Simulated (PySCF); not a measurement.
`CCOC[n+]1cc[nH]c1`, [C₆H₁₁N₂O]+, charge +1

Molfile (atoms numbered from 1):
```
C6H11N2O
     RDKit          3D

 20 20  0  0  0  0  0  0  0  0999 V2000
    3.0862   -0.0263   -0.2747 C   0  0  0  0  0  0  0  0  0  0  0  0
    1.8370   -0.1452    0.5846 C   0  0  0  0  0  0  0  0  0  0  0  0
    0.9236   -1.1471    0.1086 O   0  0  0  0  0  0  0  0  0  0  0  0
    0.1946   -0.8319   -1.0046 C   0  0  0  0  0  0  0  0  0  0  0  0
   -1.0700   -0.1653   -0.6222 N   0  0  0  0  0  0  0  0  0  0  0  0
   -1.8108    0.6878   -1.3857 C   0  0  0  0  0  0  0  0  0  0  0  0
   -2.9075    1.0346   -0.6565 C   0  0  0  0  0  0  0  0  0  0  0  0
   -2.8074    0.3845    0.5355 N   0  0  0  0  0  0  0  0  0  0  0  0
   -1.6913   -0.3387    0.5373 C   0  0  0  0  0  0  0  0  0  0  0  0
    2.8669    0.3698   -1.2635 H   0  0  0  0  0  0  0  0  0  0  0  0
    3.5531   -1.0008   -0.3847 H   0  0  0  0  0  0  0  0  0  0  0  0
    3.7892    0.6438    0.2099 H   0  0  0  0  0  0  0  0  0  0  0  0
    1.3226    0.8207    0.6667 H   0  0  0  0  0  0  0  0  0  0  0  0
    2.1040   -0.4900    1.5844 H   0  0  0  0  0  0  0  0  0  0  0  0
   -0.0662   -1.7680   -1.5151 H   0  0  0  0  0  0  0  0  0  0  0  0
    0.7128   -0.1653   -1.7053 H   0  0  0  0  0  0  0  0  0  0  0  0
   -1.5177    0.9838   -2.3723 H   0  0  0  0  0  0  0  0  0  0  0  0
   -3.7228    1.6848   -0.9012 H   0  0  0  0  0  0  0  0  0  0  0  0
   -3.4738    0.4418    1.2946 H   0  0  0  0  0  0  0  0  0  0  0  0
   -1.3280   -0.9625    1.3321 H   0  0  0  0  0  0  0  0  0  0  0  0
  1  2  1  0
  2  3  1  0
  3  4  1  0
  4  5  1  0
  5  6  1  0
  6  7  2  0
  7  8  1  0
  8  9  1  0
  9  5  2  0
  1 10  1  0
  1 11  1  0
  1 12  1  0
  2 13  1  0
  2 14  1  0
  4 15  1  0
  4 16  1  0
  6 17  1  0
  7 18  1  0
  8 19  1  0
  9 20  1  0
M  CHG  1   5   1
M  END
```

Method used: GIAO KT3/pcSseg-1 magnetisability, rotational g tensor and spin-rotation constants, non-relativistic, gas phase (PySCF). Geometry: GFN2-xTB.

For an ion the centre-of-mass motion in the field is neglected.

(1) What are the magnetisability and the molar susceptibility?

(2) Split it along the inertial axes a, b, c into diamagnetic and paramagnetic parts about the centre of mass, with the quadrupole moment.

(3) And the rotational g tensor?

Answers

(1) Isotropic -1325 × 10⁻³⁰ J/T², or -79.8 × 10⁻⁶ cm³/mol; principal values -1762, -1125, -1089 × 10⁻³⁰ J/T², anisotropy 656 × 10⁻³⁰ J/T² (root of half the summed squared differences of the principal values). The susceptibility is in cgs units.

(2) 
| axis | χ (10⁻⁶ cm³/mol) | diamagnetic (10⁻⁶ cm³/mol) | paramagnetic (10⁻⁶ cm³/mol) | summed x² of all electrons (Å²) | quadrupole Θ (D Å) |
| --- | --- | --- | --- | --- | --- |
| a | -72.9 | -385.9 | 313.0 | 313.6 | +23.01 |
| b | -66.3 | -1482.9 | 1416.5 | 55.1 | -3.68 |
| c | -100.2 | -1564.3 | 1464.1 | 35.9 | -19.33 |

Anisotropies 2χaa − χbb − χcc = +20.8 and 2χbb − χaa − χcc = +40.4 × 10⁻⁶ cm³/mol. Θ is traceless in Buckingham's convention.

(3) 
```csv
axis,rotational constant (GHz),g,nuclear part,electronic part
a,4.4021,-0.0151,0.6322,-0.6473
b,0.8685,+0.0008,0.5787,-0.5779
c,0.8209,+0.0173,0.5820,-0.5647
```
Asymmetric top; isotopes 12C, 1H, 14N, 16O; no vibrational averaging.
